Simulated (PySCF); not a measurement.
`C#C[C@H]1[C@@H](Br)[Si]1(C)C`, C₆H₉BrSi

Geometry (Å), atoms numbered from 1 in this order:
```xyz
17

C     2.903    1.009   -1.088
C     2.094    0.190   -0.753
C     1.116   -0.739   -0.305
C     0.741   -0.740    1.198
Br    1.699    0.501    2.351
Si   -0.670   -0.161    0.070
C    -2.093   -1.372   -0.222
C    -1.023    1.694    0.011
H     3.627    1.704   -1.390
H     1.289   -1.736   -0.703
H     0.760   -1.715    1.672
H    -2.471   -1.281   -1.235
H    -2.916   -1.166    0.454
H    -1.782   -2.400   -0.070
H    -1.346    2.001   -0.979
H    -0.130    2.258    0.263
H    -1.804    1.965    0.716
```

Method used: TDDFT BHandHLYP/def2-SVPD circular dichroism and optical rotation, one conformer, gas phase in PySCF. Geometry: GFN2-xTB.

The calculation is non-relativistic, which matters for the atoms heavier than Zn.

(1) Assign R or S to each stereocentre.

(2) List the lowest 12 singlet excitations with oscillator and rotatory strengths.

Answers

(1) C3 S, C4 R.

(2) Rotatory strengths R in 10⁻⁴⁰ esu² cm², velocity form and length form (origin at the centre of mass); f in length form.
```tsv
state	E (eV)	λ (nm)	f	R (velocity)	R (length)	main
1	5.23	237	0.030	-17.5	-14.5	HOMO→LUMO+1 0.41, HOMO→LUMO 0.31
2	5.83	213	0.002	-3.4	-3.1	HOMO→LUMO+1 0.18, HOMO→LUMO+2 0.17
3	5.94	209	0.010	-3.6	-5.0	HOMO→LUMO 0.25, HOMO−1→LUMO+1 0.18
4	6.05	205	0.040	+4.9	+6.5	HOMO→LUMO 0.18, HOMO→LUMO+2 0.17
5	6.38	194	0.058	-12.7	-15.1	HOMO→LUMO+2 0.14, HOMO−3→LUMO+1 0.12
6	6.42	193	0.036	+6.3	+7.0	HOMO→LUMO+1 0.11, HOMO−2→LUMO+1 0.10
7	6.54	190	0.005	-5.2	-5.3	HOMO−1→LUMO 0.13, HOMO−1→LUMO+2 0.13
8	6.76	183	0.033	-22.0	-21.1	HOMO→LUMO+2 0.21, HOMO−1→LUMO+1 0.16
9	6.86	181	0.021	+4.5	+3.9	HOMO→LUMO+3 0.53, HOMO→LUMO+5 0.12
10	7.03	176	0.014	-13.3	-11.8	HOMO−1→LUMO 0.20, HOMO−1→LUMO+1 0.13
11	7.09	175	0.008	+15.9	+15.9	HOMO→LUMO+4 0.48, HOMO−2→LUMO 0.10
12	7.21	172	0.021	-16.6	-15.5	HOMO→LUMO+4 0.23, HOMO−2→LUMO 0.15
```

Among the states computed, the strongest CD band (largest |R|) is state 8. The largest dissymmetry factor in size, g = 4R/(D+G), with D and G the electric and magnetic dipole strengths, is +0.018 for state 11 (velocity form, f = 0.009), among bands with |R| over 0.5. The mirror image has the same energies and oscillator strengths and all R with the opposite sign.
